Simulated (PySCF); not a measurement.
Dipole moment (D) of eight silicon and germanium compounds: PBE beside M06-2X, computed with PySCF for isolated molecules in the bases named; differences from unrounded values. The eight are the first of their class met in an unordered collection, after screening for sound electronic states; none was chosen by its value, except that the dipole had to exceed 0.05 D. Each molecule has one DFT geometry for both levels.

```json
[
 {"molecule": "Si(F)(OH)2(SeH) (FH₃O₂SeSi), SMILES O[Si](O)(F)[SeH]", "basis": "def2-TZVP", "M06-2X": "1.67", "PBE": "1.60", "difference": "-0.07"},
 {"molecule": "C2H5ClOSi2, SMILES O[Si@@H]1[SiH2]C=C1Cl", "basis": "def2-TZVP", "M06-2X": "2.06", "PBE": "1.69", "difference": "-0.37"},
 {"molecule": "C₅H₁₀Si, SMILES C1[SiH2]CC1C=C", "basis": "def2-TZVP", "M06-2X": "0.12", "PBE": "0.26", "difference": "0.13"},
 {"molecule": "Si(F)(Cl)(Me)(OH) (CH4ClFOSi), SMILES C[Si](O)(F)Cl", "basis": "def2-TZVP", "M06-2X": "1.16", "PBE": "1.15", "difference": "-0.01"},
 {"molecule": "SiHFBr₂, SMILES F[SiH](Br)Br", "basis": "def2-TZVP", "M06-2X": "1.17", "PBE": "0.99", "difference": "-0.19"},
 {"molecule": "C2H3ClF2Si, SMILES F/C=C(/F)[SiH2]Cl", "basis": "def2-TZVP", "M06-2X": "1.49", "PBE": "1.39", "difference": "-0.10"},
 {"molecule": "C3H4ClFSi, SMILES C#C[Si@H](Cl)CF", "basis": "def2-TZVP", "M06-2X": "0.73", "PBE": "0.74", "difference": "0.00"},
 {"molecule": "C₃H₆N₂Si, SMILES C1=NCN=C[SiH2]1", "basis": "def2-TZVP", "M06-2X": "1.69", "PBE": "1.14", "difference": "-0.55"}
]
```

PBE lies below M06-2X in 6 and above it in 1 of the eight; the mean signed difference is -0.15 and the largest -0.55 D.
